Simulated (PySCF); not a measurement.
**Excitation energy of Sn⁺ by level of theory**

Sn⁺ [Kr] 4d10 5s2 5p1 (2P) → Sn⁺ [Kr] 4d10 5s1 5p2 (4P), as a difference of total energies. All numbers are calculated (PySCF 2.14, scalar relativity through the core potential, in aug-cc-pwCVDZ-PP with ECP28MDF (6s5p4d1f, 48 functions)). Correlated levels: valence: 4s2 4p6 4d10 frozen; valence and next inner shell: nothing frozen outside the core potential. The calculations carry no spin-orbit coupling.

Task: Order these methods by the excitation energy they give, lowest first.
A. MP2 (valence)
B. B3LYP
C. PBE
D. SCS-MP2 (valence and next inner shell)

Result: A (39212 cm⁻¹), D (46425 cm⁻¹), C (50369 cm⁻¹), B (50791 cm⁻¹).

Errors of the correlated levels include the incompleteness of this basis and the frozen core.

For comparison: 46398 cm⁻¹ (measured; NIST levels, between the centres of gravity of the two terms).
